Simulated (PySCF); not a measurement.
Does the answer move with the share of exact exchange?

Compound: CH8AsGeN.
SMILES with atom numbers: `[CH3:1][NH:2][GeH2:3][AsH2:4]` (hydrogens: H5, H6, H7 on C1; H8 on N2; H9, H10 on Ge3; H11, H12 on As4)

Torsions of this conformer, `[CH3:1][NH:2][GeH2:3][AsH2:4]`: C1–N2–Ge3–As4 -62°, H–As4–Ge3–N2 180°, H–As4–Ge3–N2 89°.

PySCF, pcSseg-1 basis, density fitting, gas phase, PBE0-D3(BJ)/def2-SVP geometry. One functional is left out:

```
functional  exact exchange (%)  HOMO energy (eV)  LUMO energy (eV)  dipole moment (D)
     B97-D                   0             -5.19             -0.57              1.239
      BLYP                   0             -5.04             -0.50              1.170
      BP86                   0             -5.29             -0.72              1.290
       LDA                   0             -5.25             -0.80              1.345
      OPBE                   0             -5.18             -0.44              1.322
       PBE                   0             -5.17             -0.61              1.263
     B3LYP                  20             -6.29             -0.01              1.239
      PBE0                  25             -6.54              0.21              1.352
  mPW1PW91                  25             -6.58              0.19              1.350
 BHandHLYP                  50             -7.77              1.10              1.325
```

Task: Predict the row of B97-2 (21 % exact exchange) by straight lines through the other rows, and check it.

Result: 
```json
{"property": "HOMO energy (eV)", "line": "-6.30", "computed": "-6.30", "computed − line": "0.00", "B3LYP (20 %), for comparison": "-6.29"}
{"property": "LUMO energy (eV)", "line": "0.09", "computed": "0.17", "computed − line": "+0.08", "B3LYP (20 %), for comparison": "-0.01"}
{"property": "dipole moment (D)", "line": "1.302", "computed": "1.316", "computed − line": "+0.014", "B3LYP (20 %), for comparison": "1.239"}
```

Task: Which of these properties follows the share of exact exchange most closely, and which least?

Result: Most closely the HOMO energy, least the dipole moment; the correlations over the tabulated rows are HOMO energy -0.997, LUMO energy 0.984, dipole moment 0.406. The HOMO energy moves by -0.527 eV for every 10 %. Functionals with the same share still differ in their other parts: at 0 % BLYP and BP86 differ by 0.25 eV in it.
